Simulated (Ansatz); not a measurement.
CClFSe, SMILES `FC(Cl)=[Se]`. Charge 0, multiplicity 1.

| atom | x (Å) | y (Å) | z (Å) |
| --- | --- | --- | --- |
| F1 | -0.571 | -0.687 | -1.038 |
| C2 | 0.010 | -0.034 | -0.056 |
| Cl3 | -1.175 | 0.546 | 1.023 |
| Se4 | 1.736 | 0.175 | 0.071 |

Q: What are the harmonic wavenumbers in cm⁻¹ at PBE0-D4/def2-TZVP (Ansatz, finite differences of forces, unscaled)? (Estimate.)

A: The calculation gave: 266, 392, 520, 550, 1005, 1237.

Q: Is this a minimum?

A: Yes, all 6 modes are real.

Q: Give the ideal-gas thermochemistry at 298.15 K and 1 bar (rigid rotor, harmonic oscillator; point group Cs, symmetry number 1).

A: Zero-point energy 23.7 kJ/mol; H(298) − E = 36.9 kJ/mol; entropy 300.2 J/(mol·K), of which translation 171.0, rotation 113.0, vibration 16.3; G(298) − E = -52.6 kJ/mol.

Q: And at 400, 500, 600, 800 and 1000 K?

A: 
| T (K) | H − E (kJ/mol) | S (J/mol/K) | G − E (kJ/mol) |
| --- | --- | --- | --- |
| 400 | 43.2 | 318.5 | -84.2 |
| 500 | 50.0 | 333.6 | -116.8 |
| 600 | 57.2 | 346.6 | -150.8 |
| 800 | 72.2 | 368.2 | -222.4 |
| 1000 | 87.8 | 385.6 | -297.8 |
